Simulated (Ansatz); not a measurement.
Input for Ansatz (development build ahead of 0.2.0):

```yaml
crystal:
  periodic: [false, false, false]
  atoms:
    - { symbol: Ti, position_ang: [-0.00171, 0.00076, -0.39863] }
    - { symbol: O, position_ang: [-0.00284, 1.31633, 0.53698] }
    - { symbol: O, position_ang: [-0.00558, -1.33336, 0.5376] }
basis:
  gaussian: { orbitals: STO-3G }
hamiltonian:
  xc: hf
correlation:
  method: mp2
  frozen_orbitals: { O: 1, Ti: 5 }
```

The input is written out in the form of the current development build from the run's settings.

The run gave:

- Converged: yes
- Reference energy: -987.45112 hartree
- Correlation energy: -0.28923 hartree
- Total energy: -987.74035 hartree
- Spin squared of the determinant: 0.000

Caution: no unrestricted run beside it, a lower state can exist; other spin multiplicities were not run.
